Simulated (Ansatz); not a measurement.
**Abstraction of H: CHClF2 + SbH(CH2)(CH3) → CClF2 + SbH(CH3)2**

Gas-phase species: CHClF2 (difluorochloromethane) `FC(F)Cl`, singlet; SbH(CH2)(CH3), doublet; CClF2 `F[C](F)Cl`, doublet; SbH(CH3)2, singlet. A radical takes H: the energy is the difference in strength between two C–H bonds in different surroundings.

Shapes, held fixed at every level: PBE0-D4/def2-TZVP. Flexible molecules stand in one conformer, not always the lowest. Programs: Ansatz 0.2.0. The zero-point and thermal change to 298 K, harmonic and unscaled (PBE0-D4/def2-TZVP), is +2.1 kJ/mol.

```json
{"level": "SPW92/def2-TZVPP", "kind": "LDA", "ΔH(298 K) (kJ/mol)": "-16.9", "less CCSD(T)/def2-TZVPP": "-17.4", "CPU time (sum over the molecules)": "10 s"}
{"level": "r2SCAN-D4/def2-TZVPP", "kind": "meta-GGA", "ΔH(298 K) (kJ/mol)": "-6.8", "less CCSD(T)/def2-TZVPP": "-7.3", "CPU time (sum over the molecules)": "44 s"}
{"level": "B3LYP-D4/def2-TZVPP", "kind": "global hybrid", "ΔH(298 K) (kJ/mol)": "-6.8", "less CCSD(T)/def2-TZVPP": "-7.3", "CPU time (sum over the molecules)": "31 s"}
{"level": "BHLYP-D4/def2-TZVPP", "kind": "global hybrid", "ΔH(298 K) (kJ/mol)": "-0.4", "less CCSD(T)/def2-TZVPP": "-0.9", "CPU time (sum over the molecules)": "29 s"}
{"level": "PBE0-D4/def2-TZVPP", "kind": "global hybrid", "ΔH(298 K) (kJ/mol)": "-8.4", "less CCSD(T)/def2-TZVPP": "-8.9", "CPU time (sum over the molecules)": "25 s"}
{"level": "wB97X-V/def2-TZVPP", "kind": "range-separated hybrid", "ΔH(298 K) (kJ/mol)": "-6.6", "less CCSD(T)/def2-TZVPP": "-7.1", "CPU time (sum over the molecules)": "65 s"}
{"level": "CCSD/def2-SVP", "kind": "coupled cluster or CI", "ΔH(298 K) (kJ/mol)": "-3.9", "less CCSD(T)/def2-TZVPP": "-4.4", "CPU time (sum over the molecules)": "–"}
{"level": "CCSD(T)/def2-TZVPP", "kind": "coupled cluster or CI", "ΔH(298 K) (kJ/mol)": "+0.5", "less CCSD(T)/def2-TZVPP": "0.0", "CPU time (sum over the molecules)": "–"}
```

The highest level, CCSD(T)/def2-TZVPP, gives ΔH(298 K) = +0.5 kJ/mol; the levels span -16.9 to +0.5. That is about zero within the method's error. They disagree on the sign: 1 of 8 are positive. The column of differences is taken from that level and isn't an error. No measured value is set beside it here. Open shells run unrestricted. For atoms past krypton def2 sets carry core potentials with scalar relativity. Outer-core shells of Sb are correlated, in sets that cover them unevenly. Times are processor times on shared x86 and Arm servers, and rough.
